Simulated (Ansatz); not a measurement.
`FC(F)(F)CO[Si](F)(F)OCC(F)(F)F` at its PBE0-D4/def2-TZVP geometry, where that method's forces vanish. Total charge 0; spin multiplicity 1.

```csv
atom,x (Å),y (Å),z (Å)
F1,2.250,-1.323,-0.014
C2,1.605,-1.499,-1.170
F3,2.344,-2.297,-1.941
F4,1.528,-0.300,-1.765
C5,0.229,-2.098,-0.966
O6,-0.552,-1.276,-0.153
Si7,-1.522,-0.053,-0.574
F8,-2.893,-0.236,0.168
F9,-1.817,-0.109,-2.120
O10,-0.894,1.391,-0.239
C11,0.135,1.730,0.643
C12,-0.393,1.898,2.053
F13,-0.953,0.766,2.496
F14,-1.310,2.860,2.137
F15,0.613,2.211,2.875
H16,0.354,-3.066,-0.477
H17,-0.214,-2.252,-1.955
H18,0.567,2.681,0.328
H19,0.923,0.973,0.674
```

Problem. For each bond, give half the difference of the two atoms' forces along it (eV/Å; positive pushes the atoms apart) under PBE-D4, r2SCAN-D4, B3LYP-D4, ωB97M-V in def2-TZVPP. (Estimate.)

Solution. The calculation gave: 
| bond | length (Å) | PBE-D4 | r2SCAN-D4 | B3LYP-D4 | ωB97M-V |
| --- | --- | --- | --- | --- | --- |
| C2–F3 | 1.333 | 0.57 | 0.25 | 0.27 | 0.16 |
| C2–F4 | 1.341 | 0.58 | 0.29 | 0.28 | 0.18 |
| C2–C5 | 1.515 | -0.25 | -0.17 | -0.09 | -0.08 |
| C5–O6 | 1.396 | 0.19 | 0.28 | 0.26 | 0.23 |
| C5–H16 | 1.092 | 0.07 | -0.07 | -0.16 | -0.14 |
| C5–H17 | 1.094 | 0.07 | -0.07 | -0.13 | -0.13 |
| O6–Si7 | 1.617 | 0.06 | -0.07 | -0.04 | -0.03 |
| Si7–O10 | 1.610 | 0.09 | -0.06 | -0.08 | -0.05 |
| O10–C11 | 1.396 | 0.18 | 0.27 | 0.26 | 0.22 |
| C11–H18 | 1.091 | 0.07 | -0.08 | -0.16 | -0.14 |
| C11–H19 | 1.093 | 0.07 | -0.06 | -0.14 | -0.12 |
| C12–F13 | 1.339 | 0.59 | 0.28 | 0.28 | 0.17 |
| C12–F14 | 1.332 | 0.58 | 0.25 | 0.27 | 0.16 |
| C12–F15 | 1.337 | 0.57 | 0.25 | 0.27 | 0.16 |

B3LYP here is the variant with VWN-RPA as its local correlation; programs differ in this.

Program: Ansatz 0.2.0.
